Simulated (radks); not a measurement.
The helium ion He+, 1 electrons, occupied as 1s0.75 2p0.25 (fractional occupations, a model configuration).

All-electron calculation, scalar-relativistic Kohn-Sham, BP86, spin-unpolarised, spherical densities, point nucleus; without spin polarisation the odd electron is poorly described. Program: a radial shooting solver on a logarithmic mesh with Libxc functionals.

Energy parts (hartree):
part                    energy
total                 -1.58598
kinetic                1.57216
electron-nucleus      -3.19067
Hartree                0.42974
exchange-correlation  -0.39721

Orbitals (lengths in bohr, moments of r in powers of bohr):
| orbital | occ. | eigenvalue (hartree) | <r> |
|---|---|---|---|
| 1s | 0.75 | -1.59552 | 0.7578 |
| 2s | 0 | -0.28439 | 3.535 |
| 2p | 0.25 | -0.24920 | 3.247 |

The highest occupied level is 2p at -6.781 eV. The configuration is held as typed, so some empty levels lie below it. The density falls to 0.001 e/bohr^3 at r = 2.53 bohr.
